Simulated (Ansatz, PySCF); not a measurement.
C₂H₅ClOSi, SMILES C=CO[SiH2]Cl. Atoms are numbered in the order given.

```xyz
10

C     -3.0914     0.4076    -0.0372
C     -1.8644    -0.1097     0.0203
O     -0.7623     0.5664    -0.4184
Si     0.7087    -0.0474    -0.8926
Cl     1.3783    -1.4163     0.5182
H     -3.2677     1.3994    -0.4592
H     -3.9370    -0.1622     0.3500
H     -1.6639    -1.0996     0.4490
H      0.5963    -0.7664    -2.1856
H      1.6329     1.1031    -0.9533
```

Geometry optimised at B3LYP-D3(BJ)/def2-SVP. The structure was generated by enumeration, and PubChem lists no compound with its InChIKey, so it may never have been made. The values are those of a single conformer.

Two levels are set side by side: PBE-D3(BJ)/def2-SVP (Ansatz, an electronic-structure program) and B3LYP-D3(BJ)/def2-SVP (Ansatz). Each level has its own optimised geometry; the coordinates shown are those of the second. Frequencies come from the Hessian of PySCF at each geometry. Differences are taken from unrounded values.

```csv
quantity,B3LYP-D3(BJ)
mean bond length (Å),1.409
bond C1–C2 (Å),1.333
bond C2–O3 (Å),1.365
bond O3–Si4 (Å),1.663
bond Si4–Cl5 (Å),2.077
bond C1–H6 (Å),1.092
bond C1–H7 (Å),1.091
bond C2–H8 (Å),1.097
bond Si4–H9 (Å),1.484
bond Si4–H10 (Å),1.477
highest harmonic wavenumber (cm⁻¹),3268
mean harmonic wavenumber (cm⁻¹),1208
zero-point energy (kcal/mol),41.45
```

What does PBE-D3(BJ) give, and how far is it from B3LYP-D3(BJ)? (The exact figures need the calculation; the answer reports its results.)


| quantity | PBE-D3(BJ) | PBE-D3(BJ) minus B3LYP-D3(BJ) |
|---|---|---|
| mean bond length (Å) | 1.418 | 0.010 |
| bond C1–C2 (Å) | 1.342 | 0.009 |
| bond C2–O3 (Å) | 1.370 | 0.005 |
| bond O3–Si4 (Å) | 1.679 | 0.016 |
| bond Si4–Cl5 (Å) | 2.080 | 0.003 |
| bond C1–H6 (Å) | 1.100 | 0.008 |
| bond C1–H7 (Å) | 1.098 | 0.007 |
| bond C2–H8 (Å) | 1.106 | 0.009 |
| bond Si4–H9 (Å) | 1.498 | 0.015 |
| bond Si4–H10 (Å) | 1.491 | 0.014 |
| highest harmonic wavenumber (cm⁻¹) | 3210 | -57 |
| mean harmonic wavenumber (cm⁻¹) | 1172 | -37 |
| zero-point energy (kcal/mol) | 40.20 | -1.26 |

GGA bonds tend to be longer and softer than those of functionals with exact exchange. Differences between two approximate levels are no errors against the true value.
